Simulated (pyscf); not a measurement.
cyclic H₅AsSi₂ (SMILES [SiH2]1[SiH2][AsH]1) → H₃Si–SiH=AsH (rearrangement; singlet surface; As–Si, H–Si broken, H–Si formed). PySCF, gas phase, ωB97X-D3(BJ)/def2-SVP geometries. Correlated levels are frozen-core, on RHF or UHF. ΔMP2 is the change of the MP2 total energy from the triple- to the quadruple-zeta basis. Energies in kcal/mol from the reactant's lowest minimum found.

| level | barrier | reaction energy |
|---|---|---|
| PBE/def2-TZVP | 44.1 | +9.1 |
| r²SCAN/def2-TZVP | 47.9 | +10.0 |
| B3LYP-D3(BJ)/def2-TZVP | 45.7 | +6.1 |
| PBE0-D3(BJ)/def2-TZVP | [?] | +10.9 |
| M06-2X/def2-TZVP | 51.5 | +10.2 |
| ωB97M-D3(BJ)/def2-TZVP | 51.7 | +9.2 |
| CCSD(T)/def2-TZVPP + ΔMP2(QZVPP) | [?] | [?] |

Q: Some entries are withheld; supply them.

A: 
- PBE0-D3(BJ)/def2-TZVP, barrier: 50.2
- CCSD(T)/def2-TZVPP + ΔMP2(QZVPP), barrier: 48.8
- CCSD(T)/def2-TZVPP + ΔMP2(QZVPP), reaction energy: +7.8

One saddle was located; it need not be the lowest between these sides. A restricted solution here is unstable towards spin polarisation, so biradical character is likely and single-reference numbers are less safe. The CCSD(T) − MP2 part came from Ansatz, without density fitting, on the same reference. The frozen core leaves the outer d or s,p core shells of the metals and heavy elements correlated in the MP2 and CC values, and def2-TZVPP describes them poorly, which can shift differences by a few kcal/mol. Elements up to Kr have no core potential and no relativistic terms here.
